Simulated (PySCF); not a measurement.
CH5GaS2, SMILES [SH][Ga]([CH3])[SH].

The structure is a stationary point at B3LYP-D3(BJ)/def2-SVP. The structure was generated by enumeration; whether it is a known compound was not checked. One conformer was computed; it need not be the lowest.

These are TDDFT-M06-2X/def2-SVPD (PySCF) values and carry that method's errors.

Vertical excitations. The molecule is in vacuum.

```
state  energy (eV)  λ (nm)      f                                                                  main pairs
-----  -----------  ------  -----  --------------------------------------------------------------------------
S1            5.68     218  0.001                                            HOMO→LUMO 50 %, HOMO→LUMO+2 42 %
S2            5.78     215  0.044                                                            HOMO→LUMO+1 88 %
S3            5.88     211  0.000                                            HOMO→LUMO+2 45 %, HOMO→LUMO 34 %
S4            6.24     199  0.018  HOMO−1→LUMO+2 36 %, HOMO→LUMO+4 18 %, HOMO−3→LUMO+1 15 %, HOMO−1→LUMO 15 %
S5            6.37     195  0.006                                                          HOMO−2→LUMO+1 91 %
S6            6.38     194  0.080                                        HOMO−1→LUMO 49 %, HOMO−1→LUMO+2 34 %
S7            6.45     192  0.017                                                          HOMO−3→LUMO+1 81 %
S8            6.50     191  0.022                                                          HOMO−1→LUMO+1 87 %
S9            6.92     179  0.174                                                            HOMO−2→LUMO 77 %
S10           7.17     173  0.231                                                            HOMO−3→LUMO 86 %
T1            5.18     239      0                                                            HOMO→LUMO+1 95 %
T2            5.47     227      0                                            HOMO→LUMO 45 %, HOMO→LUMO+2 43 %
T3            5.62     221      0                         HOMO→LUMO+2 41 %, HOMO→LUMO 30 %, HOMO−1→LUMO+4 8 %
T4            5.76     215      0                                                          HOMO−1→LUMO+1 93 %
```
Triplets are in the Tamm–Dancoff approximation, which puts them higher than full response would, so one can lie above its singlet here.
